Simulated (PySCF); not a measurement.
# Mn²⁺ (manganese, charge +2): UHF calculation

Configuration: [Ar] 3d4 4p1, one real determinant (an excited configuration). Computed with PySCF 2.14 in aug-cc-pVDZ (7s6p4d2f, 59 functions), with no relativity, point nucleus.

```
Total energy                                                  : -1148.614020 hartree
One-electron energy                                           : -1561.1551 hartree
Hartree (Coulomb) energy                                      : 462.8272 hartree
Exchange energy                                               : -50.2861 hartree
Kinetic energy                                                : 1148.03687 hartree
⟨S²⟩                                                          : 8.7516
⟨L²⟩                                                          : 8.014
Sum of ⟨r⟩                                                    : 16.37 bohr
Sum of ⟨r²⟩                                                   : 23.33 bohr²
Traceless quadrupole moment −½Σ⟨3z² − r²⟩ along its main axis : -3.68 e·bohr²
Density at the nucleus (Gaussians lack the cusp)              : 10500 bohr⁻³
Spin density at the nucleus                                   : 0.197 bohr⁻³
Langevin diamagnetic susceptibility                           : -18.5 ×10⁻⁶ cm³/mol
```

```csv
shell,electrons,mean orbital energy (hartree),spread (hartree),"rms radius, mean of both spins (bohr)"
1s α,1,-241.57588,0,0.0713
1s β,1,-241.57129,0,0.0713
2s α,1,-30.22364,0,0.305
2s β,1,-30.09596,0,0.305
2p α,3,-25.92827,0.00355,0.274
2p β,3,-25.79994,0.03300,0.274
3s α,1,-4.97435,0,0.915
3s β,1,-4.61886,0,0.915
3p α,3,-3.66194,0.05295,0.974
3p β,3,-3.23105,0.06698,0.974
3d α,4,-1.60927,0.04650,1.15
4p α,1,-0.71207,0,3.17
```

⟨L²⟩ = 8.01 against 12 for a pure F term, so this real determinant mixes terms.

Spin-orbit constants ζ (cm⁻¹) from the X2C one-electron operator on these orbitals (non-relativistic here): bare nucleus, nucleus screened by l(l+1)(2l+1)/3 electrons, and screened by the Breit-Pauli mean field of the electrons.

```tsv
shell	bare	screened nucleus	mean field
2p	57240	52670	50530
3p	6833	6286	5987
3d	708.6	425.1	384.8
4p	507.4	466.8	441.6
```

To first order the Landé constant is A = 80.75 cm⁻¹, so the lowest level has J = 1/2 and lies 0.100 eV below the centre of the term. This holds in LS coupling only.
